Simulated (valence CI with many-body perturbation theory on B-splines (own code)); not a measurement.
Cs16+: fill in the table

Computed by relativistic CI+MBPT: three valence electrons over a frozen Dirac-Fock core [Kr], a basis of 7 s, 7 p, 8 d, 6 f, 4 g, 1 h functions for each j, with the one-electron correlation potential Σ1, the two-electron term Σ2, the three-electron term Σ3, Breit, model QED; selected CI, second order for the rest, scaled by the run's own slope (own B-spline code, finite nucleus).

No measured levels were compared; by estimate terms of the open shell hold to 2 to 4 % of their energy, and close levels can change places. Excitations out of the core, of the other parity, are not computed and may begin above about 67.6 eV (a cautious bound); beyond it only levels of the ground parity were kept, without lifetimes.

| Level | E (cm⁻¹) |
| --- | --- |
| 4d3 4F_3/2 | 0.0 |
| 4d3 4F_5/2 | 13498 |
| 4d3 4F_7/2 | 24054 |
| 4d3 4F_9/2 | 30671 |
| 4d3 4P_3/2 | 31125 |
| 4d3 4P_1/2 | ? |
| 4d3 2G_7/2 | ? |
| 4d3 2H_9/2 | 50248 |
| 4d3 4P_5/2 | 52005 |
| 4d3 2D_3/2 [a] | ? |
| 4d3 2P_1/2 | 63301 |
| 4d3 2H_11/2 | 66997 |
| 4d3 2D_5/2 [a] | 73067 |
| 4d3 2G_9/2 | 78058 |
| 4d3 2F_5/2 | 83412 |
| 4d3 2F_7/2 | ? |
| 4d3 2P_3/2 | ? |
| 4d3 2D_3/2 [b] | 125920 |
| 4d3 2D_5/2 [b] | 128790 |
| 4d2.5s 4F_3/2 | ? |

Names give the largest LS component (configuration and term), which can be under half, so a name can repeat, a term be missing and a line seem to break the LS rules; names also repeat where a configuration has a term twice. Letters in brackets count levels of one name in rising energy.

(1) The levels stand in rising order. What does the calculation give for the missing energies?

Answers

(1) 4d3 4P_1/2 35842; 4d3 2G_7/2 48418; 4d3 2D_3/2 [a] 59505; 4d3 2F_7/2 85144; 4d3 2P_3/2 87435; 4d2.5s 4F_3/2 1020400.
